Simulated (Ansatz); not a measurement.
CH5FGeOSi can be A, `F[CH]1O[SiH2][GeH2]1`, or B, `F[SiH]1[CH2][GeH2][O]1`.

Calculated with Ansatz (gas phase, PBE0-D4/def2-TZVP geometries, no zero-point term in ΔE). CBS: MP2 limit from def2 TZ/QZ plus the TZ coupled-cluster correction, frozen cores. Functionals use def2-TZVPP. B3LYP here is the variant with VWN-RPA as its local correlation; programs differ in this. For Ge outer-core shells are correlated without core-valence functions, which leaves a few kJ/mol of doubt a bond. Scalar relativity is left out up to krypton.

(1) Which is lower in electronic energy at CCSD(T)/CBS, and by how much? (Estimate.)

(2) Give E(B) − E(A) in kcal/mol with PBE0-D4, B3LYP-D4, PBE-D4, CCSD/def2-TZVPP, ωB97M-V, B3LYP, MP2/def2-TZVPP. (An estimate is asked.)

Largest T1 diagnostic: 0.013.

Results:

(1) The calculation gave: B, by 88.0 kcal/mol.

(2) The calculation gave: PBE0-D4 -81.4, B3LYP-D4 -82.5, PBE-D4 -77.4, CCSD/def2-TZVPP -87.9, ωB97M-V -85.5, B3LYP -82.2, MP2/def2-TZVPP -92.2. None reverses the order clearly.

From PBE to PBE0 (25 % exact exchange), in def2-TZVPP and without D4, E(B) − E(A) moves by −4.1 kcal/mol.
